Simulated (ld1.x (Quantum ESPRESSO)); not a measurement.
**Configuration tests for bromine (TM)**

* Element: bromine (Br)
* Generator: ld1.x (Quantum ESPRESSO) 7.5
* Type: norm-conserving Troullier–Martins (Kleinman–Bylander form)
* Functional: PBEsol
* Relativity: scalar-relativistic
* Frozen core: [Ar] 3d10
* Valence charge: 7
* Reference configuration: 4s2 4p5
* Partial waves: 4p (bound): rc 1.40 bohr; 4s (bound): rc 1.20 bohr
* Local potential: the s channel
* Core correction: none

Energies are relative to the spin-unpolarised reference configuration 4s2 4p5; without spin polarisation the order of configurations can differ from experiment. The frozen-core shift is the all-electron ΔE with the core orbitals held at their reference shape minus the fully relaxed ΔE.

| valence configuration | charge | ΔE all-electron (eV) | error AE − PS (meV) | frozen-core shift (meV) |
| --- | --- | --- | --- | --- |
| 4s2 4p3 | +2 | 35.325 | -31 | +23 |
| 4s2 4p2 | +3 | 69.334 | -63 | +82 |
| 4s2 4p4.5 | +0.5 | 5.073 | -2.2 | +1.0 |
| 4s2 4p5.3 | -0.3 | -1.962 | -0.1 | 0.0 |
| 4s2 4p1 | +4 | 115.399 | -71 | +221 |

(1) What are ΔE and the potential's error for 4s1 4p5?

(2) What are ΔE and the potential's error for 4s2 4p4?

Levels in the configuration 4s2 4p3:

```
level  all-electron (eV)  pseudo (eV)
   4s            -41.859      -41.896
   4p            -28.243      -28.269
```

Note: ghost state, extra bound levels that the all-electron valence spectrum of the same l lacks: p at -248.3 eV. A true bound ghost makes a file unfit for plane-wave use.

Answers

(1) ΔE = 25.561 eV all-electron; the error (AE − PS) is -11 meV.

(2) ΔE = 12.553 eV all-electron; the error (AE − PS) is -7.8 meV.

ld1.x printed “convergence not achieved” for 6 of the counted tests; their residual had stalled under 1e-8, short of the target of 1e-14.
